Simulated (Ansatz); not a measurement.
Ideal-gas functions of FH₂MoNS₂, SMILES `[NH2][Mo]([F])(=[S])=[S]` at 500 K and 1 bar, from an Ansatz frequency run at PBE0-D4/def2-TZVP.

Molar mass 195.1 g/mol, point group Cs (symmetry number 1), electronic degeneracy 1, moments of inertia 211.174, 277.545, 317.206 u Å². Harmonic wavenumbers (cm⁻¹, unscaled): 184, 185, 194, 209, 222, 389, 517, 576, 589, 688, 691, 739, 1530, 3568, 3676.

Use S(trans) = R[1.5 ln M + 2.5 ln T − 1.1517]; rotational temperatures θ = 24.2544 K / I; S(rot) = R[ln(√π/σ · √(T³/θAθBθC)) + 1.5]; for each mode x = 1.438777 ν̃/T, S = R[x/(eˣ − 1) − ln(1 − e⁻ˣ)] and H = RT x/(eˣ − 1); 1 cm⁻¹ = 0.0119627 kJ/mol; R = 8.31446 J/(mol·K).

By hand: the entropy, in J/(mol·K).

Translation 185.4. Rotation: θ = 0.1149, 0.0874, 0.0765 K, giving 124.6. Vibration, mode by mode: 13.70, 13.65, 13.27, 12.67, 12.18, 7.80, 5.74, 5.00, 4.86, 3.87, 3.85, 3.45, 0.56, 0.00, 0.00, in all 100.6. Electronic 0.0. Sum 410.6 J/(mol·K).

By hand: H − E and G − E in kJ/mol, counted from the electronic energy.

Zero-point energy ½ × 13957 × 0.0119627 = 83.5; thermal vibration 26.7; translation, rotation and pV give 4 RT = 16.6. H − E = 126.8 kJ/mol, and G − E = 126.8 − 500 × 410.6/1000 = -78.5 kJ/mol.

Vibration gives 25 % of the entropy. The sum counts one conformer and one mirror image; others add a mixing term.
